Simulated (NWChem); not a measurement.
System: InSiH5; SMILES [SiH3][InH2]

NWChem input:

```
start job
memory heap 200 mb stack 900 mb global 1100 mb
geometry units angstroms
  In    -0.010766     0.697095     0.002667
  H      1.498330     1.561763    -0.006579
  H     -1.491699     1.608180    -0.009261
  Si    -0.016533    -1.891786     0.012009
  H      0.488021    -2.407464    -1.302584
  H     -1.378280    -2.472666     0.233397
  H      0.890430    -2.430011     1.076463
end
basis spherical
  In library sto-3g
  H library sto-3g
  Si library sto-3g
end
dft
  xc hfexch
  iterations 150
end
driver
  maxiter 120
end
task dft optimize
task dft freq
```

The level has its own optimisation; frequencies are unscaled.

Task: Predict the main results of this run. (Hartree-Fock/STO-3G, non-relativistic.) Quantities: r H–In (Å); r In–Si (Å); r H–Si (Å); highest harmonic frequency (cm⁻¹); lowest (cm⁻¹); zero-point energy (kcal/mol); dipole (D).

Result: The r H–In (Å) is 1.574, the r In–Si (Å) is 2.514 and the r H–Si (Å) is 1.426. The highest harmonic frequency (cm⁻¹) is 2886, the lowest (cm⁻¹) is 16 and the zero-point energy (kcal/mol) comes out as 28.3. The dipole (D) comes out as 0.91.
